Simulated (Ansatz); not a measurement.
In₄P₂Cl₆. The state is a triplet with charge 0. Geometry r2SCAN-D4/def2-SVP, that of the neutral singlet; atoms count from 1.

Cartesian coordinates in Å:
```
In -1.715 -0.777 0.993
In -0.470 0.059 -2.150
In 1.438 -1.655 -0.195
In 1.120 1.753 0.443
P -1.001 -2.165 -0.922
P 2.002 0.514 -1.503
Cl 1.436 3.632 1.780
Cl -1.603 0.932 -4.012
Cl 2.982 -3.189 0.687
Cl -3.288 -0.586 2.698
Cl 0.616 -0.218 2.184
Cl -1.518 1.700 -0.001
```

In the def2 sets In takes a core potential; there is no spin–orbit coupling. At PBE0-D4/def2-SVP a singlet of charge 0 lies 2.95 eV below the triplet at the same geometry. The structure comes from a short search, and lower isomers may exist.

Estimate the Mulliken populations from the PBE0/def2-SVP orbitals of Ansatz.


| atom | charge (e) | spin (α − β) |
| --- | --- | --- |
| In1 | 0.48 | 0.22 |
| In2 | 0.44 | 0.11 |
| In3 | 0.44 | 0.11 |
| In4 | 0.48 | 0.22 |
| P5 | -0.17 | 0.57 |
| P6 | -0.17 | 0.57 |
| Cl7 | -0.25 | 0.08 |
| Cl8 | -0.24 | 0.01 |
| Cl9 | -0.24 | 0.01 |
| Cl10 | -0.25 | 0.08 |
| Cl11 | -0.28 | 0.01 |
| Cl12 | -0.28 | 0.01 |
Mulliken values and Mayer orders depend strongly on the basis.

Where does the spin sit?

Summed by element: In 0.66, P 1.13, Cl 0.21, of 2 unpaired in all. Largest on single atoms: P5 0.57, P6 0.57, In1 0.22.

And the Mayer bond orders between bonded heavy atoms (over 0.3)?

In1–P5 0.77 (2.47 Å); In1–Cl10 1.07 (2.33 Å); In1–Cl11 0.40 (2.68 Å); In1–Cl12 0.40 (2.68 Å); In2–P5 0.77 (2.59 Å); In2–P6 0.77 (2.59 Å); In2–Cl8 1.11 (2.35 Å); In3–P5 0.77 (2.60 Å); In3–P6 0.77 (2.59 Å); In3–Cl9 1.11 (2.35 Å); In4–P6 0.77 (2.47 Å); In4–Cl7 1.07 (2.33 Å); In4–Cl11 0.40 (2.68 Å); In4–Cl12 0.40 (2.68 Å).
